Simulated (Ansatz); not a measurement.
Abridged output of a molecular run in Ansatz:

```
Functional definition: HF
1351 factors; integrals over basis functions are off by at most 1.0e-3 eV
mean field evaluation 1: about -11512.9038 eV, gradient 3.5e1 eV
mean field evaluation 2: about -11513.1281 eV, gradient 3.5e1 eV
mean field evaluation 4: about -11516.6055 eV, gradient 3.7e0 eV
mean field evaluation 8: about -11516.6603 eV, gradient 3.4e-1 eV
mean field -11516.66075890 eV, -423.2294766166 hartree, gradient 3.4e-6 eV, S^2 0.000000; 0 other end points of the search recorded, 0 dependent functions left out
8 core orbitals not correlated: weight in the atoms' cores, before any rotation towards them, 1.000 or more for the frozen orbitals, at most 0.000 for the correlated occupied ones
reference -11516.66075890 eV, -423.2294766166 hartree; 12, 12 occupied and 213, 213 virtual orbitals, 1351 factors
second order -18.18219560 eV of doubles, -0.00000000 eV of singles
cycle   1  -18.75932579 eV  change   -5.8e-1 eV  update   9.5e-2
cycle   2  -19.26882234 eV  change   -5.1e-1 eV  update   2.9e-2
cycle   3  -19.36716103 eV  change   -9.8e-2 eV  update   1.4e-2
cycle   4  -19.36016450 eV  change    7.0e-3 eV  update   3.9e-3
cycle   5  -19.35976173 eV  change    4.0e-4 eV  update   1.7e-3
cycle   6  -19.35999055 eV  change   -2.3e-4 eV  update   4.5e-4
cycle   7  -19.35977866 eV  change    2.1e-4 eV  update   1.8e-4
cycle   8  -19.35977275 eV  change    5.9e-6 eV  update   6.4e-5
cycle   9  -19.35978045 eV  change   -7.7e-6 eV  update   2.4e-5
perturbative correction -0.81335715 eV, -0.0298903241 hartree
Total energy: -11536.83389651 eV, -423.9708257497 hartree
```

Its atoms:

```xyz
11

C     0.814    0.507   -1.227
C    -0.094    0.042   -0.359
N    -1.390   -0.304   -0.710
Si    0.422   -0.300    1.409
H     1.832    0.698   -0.917
H     0.570    0.695   -2.270
H    -2.091   -0.204    0.006
H    -1.708    0.031   -1.608
H     0.422   -1.760    1.693
H    -0.552    0.333    2.344
H     1.775    0.261    1.639
```

Which basis set was used?
A. cc-pV(Q+d)Z
B. def2-SVPD
C. def2-SVP
D. def2-TZVPP

D. It gives 233 functions.

Write the keys of the input that set method, charge and spin (a neutral closed shell needs none for the last two).


```yaml
correlation: {method: ccsd_t}
```
